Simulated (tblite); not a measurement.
Species: C5H3FN2S (charge +1 and doublet state).
Bonds: C1–C2 (double), C2–F3, C2–S4, S4–C5, C5–C6, C6–N7 (triple), C5–C8, C8–N9 (triple). Hydrogens: H10, H11 on C1; H12 on C5.

Structure optimised with GFN2-xTB, isolated species. This method treats the open shell by occupation alone, without spin polarisation.

Problem. List the bond lengths, angles and torsions at this level.

Solution. 
```tsv
bond	length (pm)
C1=C2	134.0
C2–F3	131.9
C2–S4	176.0
S4–C5	183.7
C5–C6, C5–C8	145.5
C6≡N7, C8≡N9	113.7
C1–H10	108.1
C1–H11	107.7
C5–H12	110.0
```

Bonds in one row agree within 1 pm and their mean is given. A selection of angles:
```tsv
angle	degrees
C1–C2–F3	122.5
C1–C2–S4	122.4
F3–C2–S4	115.1
C2–S4–C5	102.5
S4–C5–C6	111.1
C6–C5–C8	109.9
C5–C6–N7	178.9
```

Torsions: C1–C2–S4–C5 180° (antiperiplanar); C2–S4–C5–C6 -62° (synclinal).

Of the pairs four or more bonds apart, F3···C8 is among the closest relative to their van der Waals radii: 2.78 Å, 88 % of the sum of Bondi's values. The 3 C–C bonds span 1.340 Å (C1=C2, drawn double in one of several resonance forms) to 1.455 Å (C5–C6, drawn single), a spread of 0.115 Å. C2 (carbon bonded to C, F and S) is planar (angles 122.5°, 122.4° and 115.1°, sum 360.0°, 0.00 Å off the plane of its three neighbours). C1 (carbon bonded to C and 2 H) is planar (angles 121.6°, 120.3° and 118.1°, sum 360.0°, 0.00 Å off the plane of its three neighbours). The 2 C–S bonds span 1.760 Å (C2–S4, drawn single in one of several resonance forms) to 1.837 Å (S4–C5, drawn single), a spread of 0.077 Å.

Its GFN2-xTB frequencies are all real (lowest 51 cm⁻¹). 3 starts were optimised and ended at 0.00, 1.45 and 1.46 kcal/mol (GFN2-xTB); the lowest of these is shown.

One conformer stands for the species.

All values are computed, not measured.
